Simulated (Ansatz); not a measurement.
Abstraction of H: SnH4 + C2H3Si → SnH3 + C2H4Si

Species: SnH4 `[SnH4]`, singlet; C2H3Si `C#C[SiH2]`, doublet; SnH3 `[SnH3]`, doublet; C2H4Si (ethynylsilane) `C#C[SiH3]`, singlet. A radical takes H: the energy is the difference in strength between the Sn–H bond broken and the Si–H bond made.

Shapes, held fixed at every level: PBE0-D4/def2-TZVP. Programs: Ansatz 0.2.0. The zero-point and thermal change to 298 K, harmonic and unscaled (PBE0-D4/def2-TZVP), is +3.4 kJ/mol.

Problem. Estimate ΔH(298 K) of this reaction.

Solution. The highest level, CCSD(T)/def2-TZVPP, gives ΔH(298 K) = -58.3 kJ/mol; the levels span -79.2 to -45.4. The column of differences is taken from that level and isn't an error. No measured value is set beside it here. Spin contamination: C2H3Si (⟨S²⟩ up to 0.85). Open shells run unrestricted unless RO is named. For atoms past krypton def2 sets carry core potentials with scalar relativity. Correlated rows may include outer-core shells of Sn, which these sets cover unevenly.

```json
{"level": "SPW92/def2-TZVPP", "kind": "LDA", "ΔH(298 K) (kJ/mol)": "-45.4", "less CCSD(T)/def2-TZVPP": "+12.9"}
{"level": "PBE-D4/def2-TZVPP", "kind": "GGA", "ΔH(298 K) (kJ/mol)": "-48.8", "less CCSD(T)/def2-TZVPP": "+9.5"}
{"level": "r2SCAN-D4/def2-TZVPP", "kind": "meta-GGA", "ΔH(298 K) (kJ/mol)": "-50.7", "less CCSD(T)/def2-TZVPP": "+7.6"}
{"level": "wB97M-V/def2-TZVPP", "kind": "range-separated hybrid", "ΔH(298 K) (kJ/mol)": "-65.3", "less CCSD(T)/def2-TZVPP": "-7.0"}
{"level": "MP2/def2-SVP", "kind": "perturbation theory", "ΔH(298 K) (kJ/mol)": "-79.2", "less CCSD(T)/def2-TZVPP": "-20.9"}
{"level": "MP2/def2-TZVPP", "kind": "perturbation theory", "ΔH(298 K) (kJ/mol)": "-76.3", "less CCSD(T)/def2-TZVPP": "-18.0"}
{"level": "CCSD/def2-TZVPP", "kind": "coupled cluster or CI", "ΔH(298 K) (kJ/mol)": "-59.4", "less CCSD(T)/def2-TZVPP": "-1.1"}
{"level": "CCSD(T)/def2-TZVPP", "kind": "coupled cluster or CI", "ΔH(298 K) (kJ/mol)": "-58.3", "less CCSD(T)/def2-TZVPP": "0.0"}
```
